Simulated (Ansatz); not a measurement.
Coupled-cluster diagnostics for the cluster As3⁻, Ansatz.

Geometry of the singlet (B3LYP-D4/def2-TZVPD):

```csv
atom,x (Å),y (Å),z (Å)
As1,0.806,0.280,-2.003
As2,0.000,0.000,0.000
As3,-0.806,-0.280,2.003
```

Correlated methods freeze 27 core orbitals; core or outer-core shells of As are correlated, in sets that lack core-valence functions. Another isomer (triplet) lies 0.82 eV lower at PBE0-D4/def2-TZVPD; other spin states weren't run for this one.

**Question.** Estimate the CCSD(T) correlation energy, the shares of MP2 and (T), T1 and the reference's ⟨S²⟩ for: charge -1, singlet, own geometry in def2-TZVPPD; and the rough time on 4 threads of Arm Neoverse V2 on a shared host.

**Answer.** 
```json
{"state": "charge -1, singlet, own geometry", "basis": "def2-TZVPPD", "correlation (eV)": "-22.708", "MP2 share (%)": "97.4", "(T) share (%)": "5.8", "T1": "0.016", "⟨S²⟩ (pure)": "0.00 (0.00)", "wall time": "7.5 s", "remarks": "restricted SCF unstable"}
```
Customary marks for T1 are 0.02 (closed shells), 0.045 (open shells) and about 0.05 (3d metals). T1 stays under 0.02 throughout.
